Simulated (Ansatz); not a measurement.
`O=[C](O)[In]([OH])[OH]` and `[NH2][In]([OH])[C](=O)O` differ in one atom or group.

Ansatz, PBE0-D4/def2-TZVP geometries, multiplicity 1. Each molecule was computed in one conformer, which needn't be the lowest.

Elements past krypton have def2 core potentials.

| property | `O=[C](O)[In]([OH])[OH]` |
| --- | --- |
| size of the dipole moment (ωB97M-V/def2-TZVPP) / D | 2.38 |
| LUMO energy (PBE0/def2-TZVPP) / eV | -1.45 |
| LUMO energy (PBE/def2-TZVPP) / eV | -2.30 |
| size of the dipole moment (PBE/def2-TZVPP) / D | 2.35 |
| HOMO energy (PBE/def2-TZVPP) / eV | -6.53 |
| HOMO energy (ωB97M-V/def2-TZVPP) / eV | -10.15 |

Question: What does the change do to each property? (Best estimate.)

Answer: Computed: 
```tsv
property	`[NH2][In]([OH])[C](=O)O`	shift
size of the dipole moment (ωB97M-V/def2-TZVPP) / D	2.66	0.28
LUMO energy (PBE0/def2-TZVPP) / eV	-1.10	0.35
LUMO energy (PBE/def2-TZVPP) / eV	-1.93	0.37
size of the dipole moment (PBE/def2-TZVPP) / D	2.52	0.17
HOMO energy (PBE/def2-TZVPP) / eV	-5.93	0.60
HOMO energy (ωB97M-V/def2-TZVPP) / eV	-9.65	0.50
```

With PBE0 the HOMO rises by 0.58 eV and the LUMO rises by 0.35 eV, so the gap narrows by about 0.23 eV. PBE moves the HOMO by 0.60 eV and ωB97M-V by 0.50 eV. Dipoles are sizes alone; their direction can turn.

Positive LUMOs are unbound, so they and the gaps depend on the basis.
